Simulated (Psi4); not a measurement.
Computed with SAPT0/jun-cc-pVDZ, frozen core in Psi4 1.11.

Psi4 input:

```
molecule {
0 1
F -0.84892679 -0.52538061 -0.87258955
C -0.00001245 -0.00000645 -0.00002516
F -0.19966670 1.30863450 0.07715138
F -0.19490715 -0.54807392 1.19147899
F 1.24351309 -0.23517352 -0.39601566
--
0 1
C -2.28073535 1.67527378 2.36129517
Al -2.93318564 0.53016373 0.90188938
C -3.18839200 -1.39625775 1.20279073
C -3.33289080 1.31153908 -0.85782022
H -1.31381279 1.30775864 2.75116807
H -2.14541683 2.73042009 2.07248387
H -2.97777951 1.65198757 3.21935789
H -2.93951791 -1.72370709 2.22548371
H -2.57106173 -1.98923778 0.50301445
H -4.23481856 -1.69162729 1.00267962
H -3.69495138 0.57908192 -1.59774644
H -2.43821939 1.80200028 -1.28367817
H -4.09735886 2.10564046 -0.77228538
units angstrom
symmetry c1
no_reorient
no_com
}
set basis jun-cc-pvdz
set scf_type df
set freeze_core true
energy('sapt0')
```

Part of the output:

```
    SAPT Results
  --------------------------------------------------------------------------------------------------------
    Electrostatics                 -1.18986998 [mEh]      -0.74665469 [kcal/mol]      -3.12400320 [kJ/mol]
      Elst10,r                     -1.18986998 [mEh]      -0.74665469 [kcal/mol]      -3.12400320 [kJ/mol]

    Exchange                       20.42119335 [mEh]      12.81449229 [kcal/mol]      53.61583576 [kJ/mol]
      Exch10                       20.42119335 [mEh]      12.81449229 [kcal/mol]      53.61583576 [kJ/mol]
      Exch10(S^2)                  20.33130496 [mEh]      12.75808647 [kcal/mol]      53.37983381 [kJ/mol]

    Induction                      -1.82805766 [mEh]      -1.14712350 [kcal/mol]      -4.79956474 [kJ/mol]
      Ind20,r                     -10.59990117 [mEh]      -6.65153840 [kcal/mol]     -27.83003668 [kJ/mol]
      Exch-Ind20,r                  9.73392060 [mEh]       6.10812740 [kcal/mol]      25.55640502 [kJ/mol]
      delta HF,r (2)               -0.96207710 [mEh]      -0.60371250 [kcal/mol]      -2.52593308 [kJ/mol]

    Dispersion                     -6.78743322 [mEh]      -4.25917865 [kcal/mol]     -17.82040346 [kJ/mol]
      Disp20                       -8.03002651 [mEh]      -5.03891771 [kcal/mol]     -21.08283170 [kJ/mol]
      Exch-Disp20                   1.24259329 [mEh]       0.77973906 [kcal/mol]       3.26242825 [kJ/mol]
      Disp20 (SS)                  -4.01501326 [mEh]      -2.51945886 [kcal/mol]     -10.54141585 [kJ/mol]
      Disp20 (OS)                  -4.01501326 [mEh]      -2.51945886 [kcal/mol]     -10.54141585 [kJ/mol]
      Exch-Disp20 (SS)              0.69549731 [mEh]       0.43643115 [kcal/mol]       1.82602794 [kJ/mol]
      Exch-Disp20 (OS)              0.54709598 [mEh]       0.34330791 [kcal/mol]       1.43640031 [kJ/mol]

  Total HF                         17.40326571 [mEh]      10.92071410 [kcal/mol]      45.69226782 [kJ/mol]
  Total SAPT0                      10.61583249 [mEh]       6.66153546 [kcal/mol]      27.87186436 [kJ/mol]
```
